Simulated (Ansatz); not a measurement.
Relaxation of FGaH$_{7}$N (10 atoms, charge 0, multiplicity 1), to a largest force component of 0.03 eV/Å in at most 50 steps.

All numbers below come from Ansatz 0.2.0, RKS BLYP/def2-SVP.

```xyz
10
Properties=species:S:1:pos:R:3
Ga -0.804 -0.720 -0.796
H 0.391 1.757 -1.468
H 0.237 -1.667 -1.499
H -1.941 0.172 -1.411
H 1.250 0.605 1.055
N -0.613 -0.753 1.102
H 0.872 1.645 -0.964
F 2.055 0.894 0.708
H -0.090 -1.514 1.550
H -1.357 -0.419 1.722
```

Problem. Where does it end, and by what steps?

Solution. It converged. The force dipped under the threshold on the way, but the program's further checks kept it going. After 37 steps the energy has fallen by 1.631 eV; F8 moved furthest, 2.71 Å. Parted: H5–F8 (0.92 → 2.40 Å). Joined: Ga1–F8 (3.61 → 1.83 Å), H5–N6 (2.31 → 1.03 Å).

```csv
step,energy less start (eV),largest force component (eV/Å),accepted
0,0.0000,1.865,yes
2,-0.3117,0.429,yes
4,-0.3264,0.167,yes
6,-0.3554,0.297,yes
8,-0.4629,0.446,yes
10,-0.6234,0.560,yes
12,-0.8968,1.206,yes
14,-1.4027,2.134,yes
16,-1.5936,0.779,yes
18,-1.6214,0.049,yes
20,-1.6250,0.017,yes
22,-1.6270,0.112,yes
24,-1.6285,0.073,yes
26,-1.6293,0.069,yes
28,-1.6299,0.054,yes
30,-1.6305,0.062,yes
32,-1.6310,0.054,yes
34,-1.6312,0.046,yes
36,-1.6314,0.013,yes
37,-1.6314,0.021,yes
```

```xyz
10
Properties=species:S:1:pos:R:3
Ga -0.652 -1.028 -0.779
H 1.740 3.165 -1.151
H 0.291 -2.257 -1.101
H -2.231 -0.954 -0.852
H 0.225 0.315 1.210
N -0.230 -0.606 1.322
H 1.335 2.512 -1.198
F 0.133 0.576 -1.176
H 0.436 -1.238 1.788
H -1.047 -0.486 1.937
```

Whether the end is a true minimum wasn't checked by a vibrational analysis.

Time of the run: 65 s on 2 threads of Arm Neoverse V1, on a shared host, peak memory 0.13 GiB.
